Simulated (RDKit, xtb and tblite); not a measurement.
Conformational energy of SMILES [SiH3]c1cccc(C(=O)OC)c1. Scanned: dihedral C1–O2–C3–O4 and dihedral O2–C3–C5–C6; all other coordinates were relaxed at GFN2-xTB. Points at φ and −φ are mirror images. Heavy atoms are numbered in the order of the SMILES COC(=O)c1cccc([SiH3])c1, hydrogens after them in the order of the atoms that carry them; the mirror image has the same energies with the sign of each dihedral reversed.

Levels of theory: GFN2-xTB (xtb and tblite); MMFF94 // GFN2-xTB (RDKit); UFF // GFN2-xTB (RDKit).

Energies in kJ/mol at chosen points (x: dihedral C1–O2–C3–O4 (°); y: dihedral O2–C3–C5–C6 (°)), relative to x = 0, y = 180:

```json
[
 {"method": "GFN2-xTB", "(150, 180)": "53.2", "(180, 90)": "35.5", "(60, 60)": "48.6", "(150, 90)": "45.0", "(150, 150)": "40.9", "(90, -120)": "72.6", "(0, 60)": "10.0"},
 {"method": "MMFF94", "(150, 180)": "84.8", "(180, 90)": "64.5", "(60, 60)": "53.1", "(150, 90)": "71.5", "(150, 150)": "65.7", "(90, -120)": "82.7", "(0, 60)": "13.4"},
 {"method": "UFF", "(150, 180)": "25.5", "(180, 90)": "17.5", "(60, 60)": "29.5", "(150, 90)": "23.2", "(150, 150)": "13.6", "(90, -120)": "35.4", "(0, 60)": "20.2"}
]
```

MMFF94 has few fitted parameters for silicon.
